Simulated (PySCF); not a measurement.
This PySCF input asks for the NMR shieldings of SMILES C=C(C)B[SiH2]CC(F)(F)F, C5H10BF3Si; the geometry comes from GFN2-xTB.

```python
import basis_set_exchange as bse
import numpy as np
from pyscf import gto, dft
from pyscf.prop import nmr

atoms = """
C    -1.903946    0.415039    2.249885
C    -1.378353    0.264236    1.025818
C    -1.583025    1.351425    0.005191
B    -0.577960   -1.011675    0.662500
Si    0.049270   -1.405598   -1.156420
C     1.435863   -0.177351   -1.719649
C     2.417532    0.013195   -0.616615
F     1.884990    0.656758    0.445361
F     2.897610   -1.147725   -0.134274
F     3.499601    0.738970   -0.967570
H    -1.774451   -0.328766    3.017866
H    -2.484553    1.282931    2.527906
H    -0.627227    1.823429   -0.218070
H    -2.265499    2.118115    0.366219
H    -1.976345    0.935639   -0.920997
H    -0.379472   -1.776224    1.529754
H    -0.922416   -1.258063   -2.259320
H     0.668122   -2.723489   -1.386180
H     1.040368    0.801695   -1.980565
H     1.974743   -0.561863   -2.582361
"""
names = dict.fromkeys(["C", "B", "Si", "F", "H"], "pcSseg-1")
basis = {el: gto.basis.parse(bse.get_basis(n, elements=[el], fmt="nwchem")) for el, n in names.items()}
mol = gto.M(atom=atoms, basis=basis, charge=0, verbose=0)
mf = dft.RKS(mol, xc="PBE0")
mf.grids.level = 2
mf.grids.alignment = dft.numint.BLKSIZE   # the property module wants whole blocks of grid points
mf.conv_tol = 1e-9
mf.kernel()

calc = nmr.RKS(mf)   # GIAO
C = mf.mo_coeff
Co = C[:, mf.mo_occ > 0]
resp = mf.gen_response(singlet=True, hermi=2)
def vind(x):   # induced exchange potential for any number of trial vectors
    d = np.einsum("pi,xij,qj->xpq", C, 2 * x.reshape(-1, C.shape[1], Co.shape[1]), Co, optimize=True)
    return np.einsum("xpq,pi,qj->xij", resp(d - d.transpose(0, 2, 1)), C, Co, optimize=True).ravel()
mo1, _ = nmr.rhf.solve_mo1(calc, with_cphf=vind)
sigma = calc.kernel(mo1)
for i, s in enumerate(sigma):   # ppm
    w = np.linalg.eigvalsh((s + s.T) / 2)
    print("%2d %-2s iso %8.1f  s11 %8.1f  s22 %8.1f  s33 %8.1f" % (i, mol.atom_pure_symbol(i), w.mean(), *w))
```

Q: What are the results?

A: 
```
 0 C  iso     29.3  s11    -71.9  s22     26.9  s33    132.8
 1 C  iso     22.0  s11   -100.9  s22    -16.3  s33    183.2
 2 C  iso    158.8  s11    140.7  s22    152.8  s33    182.8
 3 B  iso      9.6  s11    -78.5  s22    -19.7  s33    127.0
 4 Si iso    436.9  s11    408.8  s22    447.1  s33    454.7
 5 C  iso    166.3  s11    150.7  s22    156.6  s33    191.5
 6 C  iso     48.6  s11     38.6  s22     46.9  s33     60.2
 7 F  iso    246.4  s11    151.1  s22    245.1  s33    343.0
 8 F  iso    242.9  s11    151.0  s22    252.5  s33    325.1
 9 F  iso    241.6  s11    147.2  s22    239.7  s33    338.0
10 H  iso     25.4  s11     22.4  s22     24.7  s33     29.0
11 H  iso     24.9  s11     21.1  s22     24.7  s33     28.8
12 H  iso     29.2  s11     25.2  s22     29.1  s33     33.3
13 H  iso     29.7  s11     25.9  s22     28.6  s33     34.7
14 H  iso     29.2  s11     25.1  s22     29.4  s33     33.0
15 H  iso     23.1  s11     14.9  s22     26.2  s33     28.2
16 H  iso     27.7  s11     24.4  s22     26.1  s33     32.6
17 H  iso     27.5  s11     24.0  s22     25.5  s33     33.1
18 H  iso     29.9  s11     26.8  s22     28.2  s33     34.8
19 H  iso     29.8  s11     25.7  s22     28.1  s33     35.6
```

These numbers come from an equivalent density-fitted implementation of the same equations, which agrees with the script to about 0.01 ppm for H and up to a few tenths of a ppm for heavy atoms, so last digits may differ.

Size and cost of the density-fitted run: 227 basis functions, 94 s wall time on 1 thread of an Arm Neoverse N1, shared host; peak memory 1.1 GiB.
